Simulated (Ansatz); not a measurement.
Frontier orbitals of CH$_{5}$NSSi (`N[SiH2]C=S`).

```
atom   x (Å)   y (Å)   z (Å)
  N1  -0.438  -1.412   0.106
 Si2   0.611  -0.156  -0.355
  C3  -0.236   1.459   0.116
  S4  -1.616   1.535   0.947
  H5  -1.220  -1.172   0.698
  H6  -0.165  -2.376   0.179
  H7   1.945  -0.155   0.315
  H8   0.877  -0.118  -1.821
  H9   0.242   2.396  -0.185
```

Total charge 0; spin multiplicity 1. All single points use the PBE0-D4/def2-TZVP geometry. It is one conformer, not always the lowest. Basis def2-TZVPP, Ansatz.

```csv
functional,HOMO (eV),LUMO (eV),gap (eV)
LDA (SPW92),-5.43,-3.82,1.61
PBE,-5.32,-3.64,1.68
PBE0,-6.52,-2.71,3.81
BHLYP,-7.58,-1.60,5.98
CAM-B3LYP,-7.83,-1.52,6.31
LC-ωPBE,-9.22,-0.43,8.79
ωB97X-V,-8.86,-0.48,8.38
ωB97M-V,-8.69,-0.52,8.17
```

From PBE to PBE0 the HOMO moves by −1.20 eV and the LUMO by +0.92 eV, and with ωB97M-V by −3.38 and +3.11 eV, so the gap grows from 1.68 to 8.17 eV with exact exchange.

LC-ωPBE has ω = 0.4 bohr⁻¹.
